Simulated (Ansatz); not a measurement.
GeH₂ (`[GeH2]`), relaxed with RKS PBE0-D4/def2-TZVP in Ansatz 0.2.0 from a GFN2-xTB geometry. The force threshold is 0.005 eV/Å; the program also tests the step.

Total charge 0; spin multiplicity 1.

Start:

```xyz
3

Ge    0.627    0.333    0.324
H     0.322   -0.595   -0.952
H    -0.949    0.262    0.628
```

```json
{"step": "1", "energy (eV)": "-56541.8805", "largest force (eV/Å)": "0.349", "largest move (Å)": "0.000"}
{"step": "2 (rejected)", "energy (eV)": "-56541.8745", "largest force (eV/Å)": "0.257", "largest move (Å)": "0.095"}
{"step": "3", "energy (eV)": "-56541.8927", "largest force (eV/Å)": "0.031", "largest move (Å)": "0.030"}
{"step": "4", "energy (eV)": "-56541.8930", "largest force (eV/Å)": "0.003", "largest move (Å)": "0.007"}
```

End:

```xyz
3

Ge    0.601    0.319    0.310
H     0.354   -0.601   -0.969
H    -0.955    0.282    0.659
```

Hardware: 2 threads of a server CPU on a shared host. Wall time 2.7 s, peak host memory 0.13 GiB.
